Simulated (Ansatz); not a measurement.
Species: SnCl3, net charge 0, doublet state. It need not be the lowest isomer of its formula. 
Structure (B3LYP-D3(BJ)/def2-TZVP (Ansatz, an electronic-structure program) minimum search):
SMILES: [Cl][Sn]([Cl])[Cl]
```xyz
4

Sn    -0.2740    -0.2980    -0.1515
Cl     0.1016     1.4065    -1.7413
Cl    -1.1145     0.7217     1.8048
Cl     1.8187    -1.2517     0.3820
```
Charge 0, spin multiplicity 2.

Basis-set convergence of Hartree-Fock and MP2 correlation energies (hartree) with Ansatz. Cores are frozen in the correlated levels unless marked. UHF or UKS for open shells. No spin-orbit coupling. The frozen core is the preceding noble-gas configuration, with the filled d and f shells of earlier blocks. Past Kr the def2 sets carry scalar-relativistic core potentials.

```tsv
basis	functions	E(HF)	E(corr, MP2)
def2-SVP	80	-1591.53587	-0.45291
def2-TZVPP	176	-1592.02145	-0.63983
def2-QZVPP	292	-1592.06271	-0.70648
```

Extrapolating the two largest sets (X = 3 and 4) as X^-3: E(corr) = (64·(-0.70648) - 27·(-0.63983))/37 = -0.7551 Eh, an estimate of the basis-set limit. The largest set recovers 93.6 % of it, the smallest 60.0 %.
